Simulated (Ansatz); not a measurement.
`[O]=[W](=[O])([OH])[F]` + `[OH][Ge]([OH])([F])[Cl]` → `[O]=[W](=[O])([OH])[Cl]` + `[OH][Ge]([OH])([F])[F]`  (redistribution)

Calculated with Ansatz (gas phase, PBE0-D4/def2-TZVP geometries, no zero-point term in ΔE). CCSD(T)/CBS is the MP2 limit (def2-TZVPP, def2-QZVPP) plus CCSD(T) − MP2 in def2-TZVPP, frozen cores. DFT in def2-TZVPP. B3LYP here is the variant with VWN-RPA as its local correlation; programs differ in this. def2 core potentials past Kr. For Ge, W outer-core shells are correlated without core-valence functions, which leaves a few kJ/mol of doubt a bond. Scalar relativity is left out up to krypton. One conformer a species, not always the lowest.

```json
{"level": "B3LYP-D4", "ΔE (kcal/mol)": "1.9", "difference from CCSD(T)/CBS": "2.2"}
{"level": "ωB97M-V", "ΔE (kcal/mol)": "2.2", "difference from CCSD(T)/CBS": "2.5"}
{"level": "PBE", "ΔE (kcal/mol)": "2.4", "difference from CCSD(T)/CBS": "2.7"}
{"level": "r2SCAN", "ΔE (kcal/mol)": "1.7", "difference from CCSD(T)/CBS": "2.0"}
{"level": "PBE0", "ΔE (kcal/mol)": "1.7", "difference from CCSD(T)/CBS": "2.0"}
{"level": "B3LYP", "ΔE (kcal/mol)": "1.8", "difference from CCSD(T)/CBS": "2.1"}
{"level": "CCSD(T)/def2-TZVPP", "ΔE (kcal/mol)": "-0.6", "difference from CCSD(T)/CBS": "-0.3"}
{"level": "HF/def2-QZVPP", "ΔE (kcal/mol)": "0.6", "difference from CCSD(T)/CBS": "0.9"}
{"level": "HF/CBS(def2)", "ΔE (kcal/mol)": "0.6", "difference from CCSD(T)/CBS": "0.9"}
{"level": "MP2/CBS(def2)", "ΔE (kcal/mol)": "-2.9", "difference from CCSD(T)/CBS": "-2.6"}
{"level": "CCSD(T)/CBS", "ΔE (kcal/mol)": "-0.3", "difference from CCSD(T)/CBS": "0"}
```

Largest T1 diagnostic among the species: 0.023, so the coupled-cluster value is less sure than usual.

In def2-TZVPP, CCSD(T) changes the Hartree–Fock value by −1.6 kcal/mol (the triples alone add −0.6 kcal/mol) and MP2 by −4.2 kcal/mol.
